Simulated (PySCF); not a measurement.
# Vertical excitation energies

C5H4F3NO.
Geometry (GFN2-xTB, Å), atoms numbered from 1 in this order:
```
atom  x, y, z in Å
C1     3.372    0.754   -0.584
C2     2.209    0.467   -0.645
C3     0.828    0.073   -0.803
O4     0.398   -0.528   -1.758
N5     0.047    0.483    0.243
C6    -1.344    0.136    0.307
C7    -1.628   -0.777    1.498
F8    -0.939   -1.919    1.452
F9    -1.301   -0.178    2.658
F10   -2.925   -1.096    1.580
H11    4.387    1.015   -0.517
H12    0.467    0.946    1.034
H13   -1.591   -0.400   -0.616
H14   -1.981    1.023    0.409
```

Computed with TDDFT CAM-B3LYP/def2-SVPD, vertical, gas phase, core orbitals frozen in the response (PySCF 2.14.0, density-fitted response routines).

```tsv
state	E (eV)	E (hartree)	f	|μ| (D)	main configurations (H = HOMO, L = LUMO)
S1	5.10	0.1875	0.0001	0.05	H-1→L (85%), H→L (11%)
S2	5.90	0.2169	0.0004	0.14	H-3→L (94%)
S3	6.24	0.2293	0.102	2.08	H-2→L (58%), H→L (14%), H-3→L+2 (10%)
S4	6.55	0.2406	0.132	2.31	H→L (70%), H-2→L (12%), H-1→L (9%)
S5	6.94	0.2549	0.0003	0.10	H-2→L+2 (68%), H-2→L+3 (14%)
S6	7.54	0.2770	0.0013	0.21	H→L+1 (79%)
S7	7.96	0.2924	0.024	0.89	H-1→L+1 (62%)
S8	8.02	0.2947	0.0044	0.38	H→L+2 (76%)
```

Triplets, Tamm–Dancoff:

| state | E (eV) | λ (nm) | main configurations (H = HOMO, L = LUMO) |
| --- | --- | --- | --- |
| T1 | 4.67 | 265.5 | H-1→L (76%), H→L (18%) |
| T2 | 4.75 | 260.8 | H-2→L (72%), H→L (12%) |
| T3 | 4.88 | 254.0 | H→L (60%), H-2→L (15%), H-1→L (13%) |

The lowest singlet lies at 5.10 eV (243 nm, ultraviolet) and is dark (f under 0.0005); its leading configuration is HOMO-1→LUMO (85%). The strongest level in the table is S4 at 6.55 eV (189 nm, f = 0.132). Löwdin shares by element: HOMO nitrogen 42%, oxygen 27%, carbon 14% or more (atoms not listed hold the other 17%); LUMO carbon 63% or more, oxygen 18% (atoms not listed hold the other 19%). The oscillator strengths of these states sum to 0.265; summed over the whole spectrum of an exact calculation they would give the number of electrons, 76 (Thomas–Reiche–Kuhn). Weighted by f, the mean energy of these states is 6.59 eV. The listed states span 2.92 eV, and the widest gap between neighbours is 0.80 eV (S1 to S2). No computed singlet lies in the visible range (380 to 750 nm); the lowest, at 243 nm, stands 1.84 eV above its violet end (3.26 eV). Singlets were solved by full linear response, triplets in the Tamm–Dancoff approximation.

The run took about 2.6 min of CPU time (one thread, shared machine).

One conformer stands for the species.
